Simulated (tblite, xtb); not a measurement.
pinacolborane (C$_{6}$H$_{13}$BO$_{2}$), singlet, at a GFN2-xTB geometry. Base run: GFN1-xTB (xtb).

Geometry (Å):
```xyz
22

C     -1.7750    -0.1542     0.9581
C     -0.7684    -0.1373    -0.1988
C     -1.1582    -1.2138    -1.2102
O     -0.8694     1.1484    -0.8169
B      0.2168     1.8822    -0.4777
O      1.1378     1.1818     0.2256
C      0.7309    -0.1881     0.2814
C      0.9359    -0.7165     1.7000
C      1.6464    -0.9626    -0.6747
H     -2.7673     0.0338     0.5544
H     -1.5486     0.6356     1.6697
H     -1.7755    -1.1152     1.4635
H     -2.2055    -1.0854    -1.4723
H     -0.5728    -1.1304    -2.1200
H     -1.0222    -2.2022    -0.7798
H      0.3457     3.0014    -0.7617
H      0.4321    -0.0914     2.4301
H      1.9990    -0.7070     1.9272
H      0.5686    -1.7360     1.7792
H      1.5558    -0.5734    -1.6855
H      2.6763    -0.8237    -0.3539
H      1.4140    -2.0233    -0.6671
```
All else is at xtb's defaults.
Base energy -30.62070 Eh.

Programs used: tblite, xtb; a row that names a program was run with it.

Each row names what was changed in the base input (with any setting that the change needs).

| change | ΔE vs base (mEh) | HOMO-LUMO gap (eV) | dipole (D) | G_solv (kcal/mol) | SCF cycles |
|---|---|---|---|---|---|
| base | 0.000 | 7.52 | 2.69 | - | 11 |
| etemp = 10000 | ? | ? | ? | - | 11 |
| acc = 1000 | 0.000 | 7.52 | 2.69 | - | 6 |
| alpb = thf | ? | ? | ? | ? | 11 |
| program = tblite; method = gfn1; option = (--guess, eeq) | 0.000 | - | - | - | - |
| gbsa = water | ? | ? | ? | ? | 9 |
| etemp = 3000 | 0.000 | 7.52 | 2.69 | - | 11 |
| program = tblite; method = gfn1; option = (--efield, 0,0,0.1) | -0.578 | - | - | - | - |
| etemp = 1000 | 0.000 | 7.52 | 2.69 | - | 11 |
| etemp = 5000 | -0.016 | 7.52 | 2.69 | - | 11 |

**Question.** Some entries are withheld; supply them.

**Answer.** 
- etemp = 10000, ΔE vs base (mEh): -4.602
- etemp = 10000, HOMO-LUMO gap (eV): 7.57
- etemp = 10000, dipole (D): 2.68
- alpb = thf, ΔE vs base (mEh): -11.784
- alpb = thf, HOMO-LUMO gap (eV): 7.36
- alpb = thf, dipole (D): 3.02
- alpb = thf, G_solv (kcal/mol): -7.67
- gbsa = water, ΔE vs base (mEh): -3.101
- gbsa = water, HOMO-LUMO gap (eV): 7.29
- gbsa = water, dipole (D): 3.19
- gbsa = water, G_solv (kcal/mol): -2.51

ALPB and GBSA are two models with their own fitted parameters for each solvent, which aren't always the measured dielectric constant.
